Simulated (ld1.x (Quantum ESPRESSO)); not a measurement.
# Plane-wave convergence, TM potential for Sc

```
Element                 : Sc
Generator               : ld1.x (Quantum ESPRESSO) 7.5
Type                    : norm-conserving Troullier–Martins (Kleinman–Bylander form)
Functional              : PBE
Relativity              : scalar-relativistic
Frozen core             : [Ar]
Valence charge          : 3
Reference configuration : 3d1 4s0 4p0 (charge +2)
Partial waves           : 4p (bound, empty): rc 3.15 bohr; 3d (bound): rc 2.90 bohr; 4s (bound, empty): rc 2.20 bohr
Local potential         : the s channel
Core correction         : a·sin(br)/r model core inside 1.75 bohr
```

The pseudo-atom Hamiltonian at the reference potential is diagonalised in spherical Bessel functions j_l(qr) that vanish at 20 bohr, with q² up to the cutoff. All-electron valence levels (Ry): 4p -0.8636, 3d -1.3165, 4s -1.1679.

Q: How do the lowest levels (Ry) of each channel move with the cutoff, and are there ghosts?

A:

```csv
cutoff (Ry),p #1,d #1,d #2,s #1,s #2,f #1,Σ f·Δε (mRy)
8,-0.8635,-0.6654,-0.3186,-1.1417,-0.4657,-0.2807,651.1
12,-0.8636,-0.8461,-0.3892,-1.1605,-0.4745,-0.2809,470.4
18,-0.8636,-1.2087,-0.4478,-1.1658,-0.4777,-0.2809,107.8
25,-0.8636,-1.3016,-0.4547,-1.1664,-0.4779,-0.2809,14.9
35,-0.8636,-1.3163,-0.4558,-1.1675,-0.4782,-0.2810,0.3
45,-0.8636,-1.3164,-0.4558,-1.1676,-0.4783,-0.2810,0.1
400,-0.8636,-1.3165,-0.4559,-1.1679,-0.4783,-0.2810,0.0
```

Result: no extra level below or beside the all-electron valence levels (p, d, s, f tested); 10 mRy is reached at 30 Ry and 1 mRy at 35 Ry.
